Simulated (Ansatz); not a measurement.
C₃H₁₁BS, SMILES `C[B-](C)(C)[SH2+]`. Total charge 0; spin multiplicity 1.

Z-matrix (Å, degrees):
```
C
B 1 1.596
H 1 1.095 2 114.1
H 1 1.095 2 114.1 3 125.1
H 1 1.098 2 107.6 3 -117.4
C 2 1.598 1 116.9 3 -170.0
C 2 1.598 1 116.9 3 44.8
S 2 2.271 1 102.8 3 -62.6
H 6 1.095 2 114.3 1 44.5
H 6 1.095 2 114.2 1 169.8
H 6 1.098 2 107.3 1 -72.8
H 7 1.095 2 114.3 1 -44.5
H 7 1.095 2 114.2 1 -169.8
H 7 1.098 2 107.3 1 72.8
H 8 1.344 2 99.6 1 -47.2
H 8 1.344 2 99.6 1 47.1
```

**Question.** List the harmonic frequencies (cm⁻¹, unscaled) at PBE0-D4/def2-TZVP in Ansatz. (Estimate.)

**Answer.** The calculation gave: 89, 119, 162, 181, 191, 212, 222, 296, 299, 329, 456, 482, 678, 755, 763, 803, 884, 884, 963, 1149, 1150, 1203, 1324, 1324, 1328, 1448, 1458, 1460, 1468, 1468, 1484, 2709, 2724, 3015, 3018, 3022, 3077, 3080, 3084, 3095, 3099, 3100.

**Question.** Is this a minimum?

**Answer.** Yes, all 42 modes are real.

**Question.** Give the ideal-gas thermochemistry at 298.15 K and 1 bar (rigid rotor, harmonic oscillator; point group Cs, symmetry number 1).

**Answer.** Zero-point energy 347.3 kJ/mol; H(298) − E = 374.8 kJ/mol; entropy 383.5 J/(mol·K), of which translation 165.0, rotation 113.2, vibration 105.3; G(298) − E = 260.4 kJ/mol. Modes under 100 cm⁻¹ are hindered rotations or soft bends, so the harmonic entropy is rough.

**Question.** And at 400, 500, 600, 800 and 1000 K?

**Answer.** 
```tsv
T (K)	H − E (kJ/mol)	S (J/mol/K)	G − E (kJ/mol)
400	391.1	430.3	218.9
500	409.7	471.9	173.8
600	430.7	510.1	124.7
800	478.3	578.3	15.7
1000	531.9	638.0	-106.1
```

**Question.** Rotational constants (cm⁻¹)?

**Answer.** 0.1273, 0.08121, 0.08107.
